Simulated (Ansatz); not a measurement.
C$_{2}$H$_{6}$BBrS. The species carries charge 0 and has multiplicity 1. The bonds changed during the relaxation, so this is another structure than the one it started from. The geometry is a stationary point of PBE0-D4/def2-TZVP. It is one conformer, not always the lowest.

```xyz
11

S     1.613    0.803    0.435
C     0.370    1.079   -0.904
B    -0.427    0.478    0.293
C    -0.816   -1.053    0.284
Br   -0.622   -1.902    2.034
H     1.981   -0.435    0.067
H     0.335    2.145   -1.110
H     0.623    0.497   -1.786
H    -0.950    1.230    1.062
H    -1.871   -1.171    0.029
H    -0.236   -1.670   -0.403
```

Q: What is the dipole moment at ωB97M-V/def2-TZVPP? (An estimate is asked.)

A: Ansatz gave: 3.46 D, with components (1.49, 0.93, -2.99) D in this frame, pointing from negative to positive charge.

Q: And with PBE, r2SCAN, B3LYP? (Best estimate.)

A: The calculation gave: PBE 3.45 D, r2SCAN 3.57 D, B3LYP 3.48 D.

Q: Give the Mulliken charges with ωB97M-V, B3LYP, PBE in def2-TZVPP. (An estimate is asked.)

A: The calculation gave: 
| atom | ωB97M-V | B3LYP | PBE |
| --- | --- | --- | --- |
| S1 | 0.01 | -0.03 | -0.02 |
| C2 | -0.28 | -0.23 | -0.20 |
| B3 | -0.14 | -0.01 | -0.06 |
| C4 | -0.27 | -0.21 | -0.21 |
| Br5 | -0.12 | -0.15 | -0.15 |
| H6 | 0.13 | 0.12 | 0.13 |
| H7 | 0.15 | 0.13 | 0.13 |
| H8 | 0.14 | 0.12 | 0.12 |
| H9 | 0.09 | 0.03 | 0.02 |
| H10 | 0.15 | 0.13 | 0.14 |
| H11 | 0.12 | 0.10 | 0.10 |

B3LYP here is the variant with VWN-RPA as its local correlation; programs differ in this.
